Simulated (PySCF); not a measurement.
In(F)3 anion (F3In), SMILES [F][In]([F])[F] (connectivity only; charge and spin as stated), charge -1, multiplicity 2. Atoms are numbered in the order given.

```xyz
4

In     0.0000     0.0000     0.2714
F      1.6618     0.9595    -0.4925
F      0.0000    -1.9189    -0.4925
F     -1.6618     0.9595    -0.4925
```
Charge -1, spin multiplicity 2.

The structure is a stationary point at B3LYP-D3(BJ)/def2-SVPD. The multiplicity is an assumed one; other spin states were not compared. The isomer is the one that the SMILES or the coordinates give; other isomers of the formula were not compared. The def2 effective core potentials stand for the cores of In; spin–orbit coupling is left out.

The numbers are results of C-PCM-PBE0/def2-SVPD (PySCF 2.14.0), not measurements.

The values are the electrostatic part of the solvation free energy, E(continuum) − E(gas) at the gas-phase geometry, in a cavity of scaled van der Waals radii (PySCF's table); cavitation and dispersion terms are not included. A continuum can't describe solvent molecules that bind to the metal.

**Question.** Estimate the values in water (ε = 78.36), n-hexane (ε = 1.88), N,N-dimethylformamide (ε = 37.22). (An estimate is asked for; the answer gives what the named calculation found.)

**Answer.** 
```
solvent                    ε  ΔG(elec) (kcal/mol)
---------------------  -----  -------------------
water                  78.36                -58.5
n-hexane                1.88                -27.4
N,N-dimethylformamide  37.22                -57.6
```
